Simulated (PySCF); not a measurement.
PdOCl₂, triplet: structure and spectrum

These are results of UB3LYP/[Pd def2-SVP with ECP28, O def2-SVP, Cl def2-SVP], scalar-relativistic core potentials, density fitting, no spin–orbit coupling, PySCF, not measurements.

The structure is a minimum.

Coordinates in bohr (charge 0 multiplicity 3):
```
Pd   -0.4488    0.0000   -0.5750
O    -3.7094    0.0000   -1.3025
Cl   -0.6636    0.0000    3.7020
Cl    3.7190    0.0000   -1.3644
```

```
Point group                                                                   : Cs
Bond lengths                                                                  : Pd–Cl 2.245 Å, Pd–Cl 2.266 Å, Pd–O 1.768 Å
Bond angles                                                                   : Cl–Pd–Cl 103.6°, Cl–Pd–O 99.7°, Cl–Pd–O 156.7°
Heat capacity Cp at 298.15 K                                                  : 73.4 J/(mol K)
Dipole moment                                                                 : 1.28 D
Rotational symmetry number                                                    : 1
Lowest empty level (β)                                                        : -5.80 eV
Spin squared ⟨S²⟩                                                             : 2.035
Entropy at 298.15 K and 1 bar (electronic part: spin only)                    : 346.8 J/(mol K)
Principal polarisabilities                                                    : 30.0, 65.9, 87.2 bohr³
Rotational constants                                                          : 0.1201, 0.07118, 0.04469 cm⁻¹
Highest occupied level (β)                                                    : -8.45 eV
Principal quadrupole moments (Buckingham, traceless) about the centre of mass : -4.36, 2.11, 2.26 D Å
Enthalpy at 298.15 K above 0 K                                                : 17.25 kJ/mol
Zero-point energy                                                             : 11.2 kJ/mol
Atomisation energy without zero-point energy                                  : 701 kJ/mol
```

Harmonic modes (masses in u: Pd 105.903, O 15.995, Cl 34.969):
```tsv
symmetry	ω (cm⁻¹)	IR (km/mol)
a'	94	1.5
a''	156	4.6
a'	162	6.5
a'	352	10.7
a'	381	25.3
a'	723	7.2
```

Charges (e):
```tsv
atom	Mulliken	Löwdin	polar tensor	spin (Mulliken)	Mayer order to Pd1
Pd1	0.45	-0.34	0.82	0.59	–
O2	-0.18	0.05	-0.20	1.24	1.43
Cl3	-0.11	0.15	-0.23	0.00	1.03
Cl4	-0.15	0.14	-0.39	0.18	1.05
```

Mulliken populations on Pd1 (electrons outside its core potential): s 2.49, p 6.46, d 8.60, f 0.01.

Outer orbital energies (eV). α occupied: -11.10, -10.70, -10.32, -9.65, -9.11, -8.91, -8.61, -8.57; empty: -5.62, -0.58, 0.13, 1.06. β occupied: -11.66, -11.13, -10.11, -9.59, -9.19, -9.06, -8.67, -8.45; empty: -5.80, -5.62, -5.26, -0.38.

Formally Pd is in oxidation state +4, d6, with 2 unpaired electrons (the high-spin count would be 4). The Mulliken spin on Pd is 0.59, so most of the spin sits on the ligands and the formal count fails. The polar-tensor charge on Pd, 0.82, is far below the formal one.

Other isomers or separated fragments may lie lower. Other spin states or occupations of the open shell can lie lower.

The final relaxation and frequency run took 100 s on 2 threads of a shared Arm Neoverse V1 host, with 81 basis functions and 18 gradients; the process peaked at 0.97 GiB. Launch command: `OMP_NUM_THREADS=2 python axn.py task.json out`.
